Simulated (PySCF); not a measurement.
Radial density of Hf⁺ (hafnium, charge +1)

UHF, [Xe] 4f14 5d2 6s1, high-spin 4F determinant (an excited configuration). Calculation: PySCF 2.14, in x2c-TZVPPall; scalar relativity by spin-free X2C-1e.

| r (bohr) | 4πr²ρ (e/bohr) | 4πr²(ρα − ρβ) |
| --- | --- | --- |
| 0.0141 | 99.01 | 0.0003 |
| 0.0238 | 86.07 | -0.0038 |
| 0.0400 | 110.4 | 0.0023 |
| 0.0673 | 127.4 | 0.0322 |
| 0.113 | 101.0 | 0.0686 |
| 0.190 | 111.4 | -0.0018 |
| 0.320 | 58.80 | 0.0536 |
| 0.538 | 61.21 | 0.0105 |
| 0.906 | 19.86 | 0.2106 |
| 1.52 | 7.510 | 1.0089 |
| 2.56 | 1.389 | 1.0289 |
| 4.31 | 0.3160 | 0.3138 |
| 7.25 | 0.005492 | 0.0055 |

Densities and radii are taken from the X2C orbitals without a picture-change correction, which distorts them close to the nucleus.

Spin-orbit coupling, absent here, splits the open shell strongly.

(1) Where is the radial spin density 4πr²(ρα − ρβ) most negative, and why is it negative at all?

## Answers

(1) Around r = 0.0238 bohr, down to -0.0038 e/bohr: exchange with the open shell polarises the paired shells in an unrestricted calculation.
